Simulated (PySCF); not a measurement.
**How methods differ on the excitation energy of Pb**

Pb [Xe] 4f14 5d10 6s2 6p2 (3P) → Pb [Xe] 4f14 5d10 6s1 6p3 (5S), as a difference of total energies. All numbers are calculated (PySCF 2.14, scalar relativity by spin-free X2C-1e, in x2c-QZVPPall). Correlated levels: valence: [Xe] 4f14 5d10 frozen; valence and next inner shell: [Kr] 4d10 4f14 frozen. The calculations carry no spin-orbit coupling.

| method | excitation energy (eV) |
| --- | --- |
| UHF | 4.673 |
| LDA | 7.205 |
| PBE | 6.955 |
| MP2 (valence) | 5.362 |
| SCS-MP2 (valence) | 5.671 |
| MP2 (valence and next inner shell) | 6.520 |
| SCS-MP2 (valence and next inner shell) | 6.662 |

Task: Estimate what r2SCAN gives.

Result: 6.436 eV, closest to MP2 (valence and next inner shell) among the rows shown.

Task: Estimate what PBE0 gives.

Result: 6.525 eV, closest to MP2 (valence and next inner shell) among the rows shown.

Spin-orbit coupling is strong in these open shells (close to jj coupling). The scalar numbers leave it out and a first-order estimate fails, so it can dominate the gap to the real levels.
